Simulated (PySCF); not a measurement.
Two-component Hartree-Fock for Fe³⁺ (iron, charge +3)

Start: [Ar] 3d5; 3d5/2 filled at m_j = -3/2, -1/2, +1/2, +3/2, +5/2. Calculated with PySCF 2.14 in x2c-TZVPall-2c (6s7p4d1f, 54 functions): generalised Hartree-Fock with the X2C-1e Hamiltonian and a Gaussian nucleus; one run each with spin-orbit coupling (SO) switched off, then screened by Boettger's factors. This is a chosen level, not necessarily the ground level.

```json
{"spinor shell": "1s1/2", "electrons": "2", "ε, spin-free (eV)": "-7212.9", "ε, screened SO (eV)": "-7212.8", "weight of nominal j (screened SO)": "1.000", "rms radius, screened SO (bohr)": "0.0675"}
{"spinor shell": "2s1/2", "electrons": "2", "ε, spin-free (eV)": "-920.63", "ε, screened SO (eV)": "-920.61", "weight of nominal j (screened SO)": "1.000", "rms radius, screened SO (bohr)": "0.288"}
{"spinor shell": "2p1/2", "electrons": "2", "ε, spin-free (eV)": "-786.37", "ε, screened SO (eV)": "-795.32", "weight of nominal j (screened SO)": "0.975", "rms radius, screened SO (bohr)": "0.259"}
{"spinor shell": "2p3/2", "electrons": "4", "ε, spin-free (eV)": "-786.37", "ε, screened SO (eV)": "-781.98", "weight of nominal j (screened SO)": "0.987", "rms radius, screened SO (bohr)": "0.261"}
{"spinor shell": "3s1/2", "electrons": "2", "ε, spin-free (eV)": "-152.46", "ε, screened SO (eV)": "-152.45", "weight of nominal j (screened SO)": "1.000", "rms radius, screened SO (bohr)": "0.864"}
{"spinor shell": "3p1/2", "electrons": "2", "ε, spin-free (eV)": "-111.59", "ε, screened SO (eV)": "-112.16", "weight of nominal j (screened SO)": "0.663", "rms radius, screened SO (bohr)": "0.916"}
{"spinor shell": "3d5/2", "electrons": "5", "ε, spin-free (eV)": "-56.076", "ε, screened SO (eV)": "-56.075", "weight of nominal j (screened SO)": "0.591", "rms radius, screened SO (bohr)": "1.07"}
```

Question: Where does 3p3/2 lie, and what is the 3p spin-orbit splitting (screened SO)?

Answer: At -111.31 eV, 0.847 eV above 3p1/2.

```tsv
quantity	spin-free	screened SO
E (hartree)	-1269.48815	-1269.50811
M_J	5/2	5/2
⟨J²⟩	8.751	8.751
⟨L²⟩	0.000	0.002
⟨S²⟩	8.751	8.749
```

Each row is a mean over spinors that exchange with the open shell spreads, by up to 15.956 eV (3p3/2).

Rows whose weight is well below 1 are mixtures of j = l ± 1/2: exchange outweighs spin-orbit coupling there, and the label is only the starting occupation.

Without spin-orbit coupling the j labels of p, d and f shells carry no meaning; the spin-free column gives the mean over the occupied spinors of each nl shell.
